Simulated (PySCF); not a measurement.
**Computed vibrations of [La(NH3)3]3+**

[La(NH3)3]3+ (singlet). PySCF 2.14.0, RKS PBE0, La lcecp-1-SVP with ECP46, N def2-SVP, H def2-SVP; non-relativistic Hamiltonian with scalar-relativistic core potentials where named; density fitting; no spin-orbit coupling. Central differences of gradients.

```xyz
13

La    0.0000    0.0000   -0.0073
N     2.5638    0.0008    0.0195
H     3.0066   -0.6506    0.6920
H     3.0188   -0.2560   -0.8752
H     3.0111    0.9058    0.2496
N    -1.2826    2.2199    0.0195
H    -0.9398    2.9291    0.6920
H    -1.2877    2.7424   -0.8752
H    -2.2900    2.1548    0.2496
N    -1.2812   -2.2207    0.0195
H    -2.0668   -2.2785    0.6920
H    -1.7311   -2.4864   -0.8752
H    -0.7211   -3.0606    0.2496
```

Run from Python with OMP_NUM_THREADS=2. Where DIIS fails, smearing, a level shift and second-order steps follow.
It took 2.9 min on 2 threads of Intel(R) Xeon(R) Platinum 8488C (Sapphire Rapids), on a shared host.

Problem. What are the harmonic wavenumbers and infrared intensities?

Solution. Modes are labelled in C3; negative numbers are unstable modes, those under 60 cm⁻¹ near the noise; a finer grid moves soft modes by up to 10 cm⁻¹.
```csv
cm⁻¹,km/mol,symmetry
-37,–,a
-15,–,e
-15,–,e
-15,–,a
81,5.4,e
81,5.4,e
328,0.0,a
343,15.4,e
343,15.4,e
626,0.4,a
637,0.2,e
637,0.2,e
648,201.9,a
663,87.7,e
663,87.7,e
1406,182.6,e
1406,182.6,e
1408,0.0,a
1612,45.8,a
1614,40.8,e
1614,40.8,e
1616,34.7,e
1616,34.7,e
1616,106.0,a
3360,342.5,e
3360,342.5,e
3368,0.5,a
3433,0.1,e
3433,0.1,e
3434,453.1,a
3439,0.0,a
3440,221.8,e
3440,221.8,e
```

Problem. Is this a minimum?

Solution. Probably not: 1 unstable, though so soft as to be near the noise (and 3 more above −25 cm⁻¹, within the noise); the lowest moves the atoms so:
```
La   0.00  0.00  0.08
N    0.00  0.00 -0.22
H    0.07  0.10 -0.16
H   -0.09 -0.14 -0.22
H    0.03  0.04 -0.40
N    0.00  0.00 -0.22
H   -0.13  0.01 -0.16
H    0.17 -0.01 -0.22
H   -0.04  0.01 -0.40
N    0.00  0.00 -0.22
H    0.05 -0.12 -0.16
H   -0.08  0.15 -0.22
H    0.02 -0.04 -0.40
```
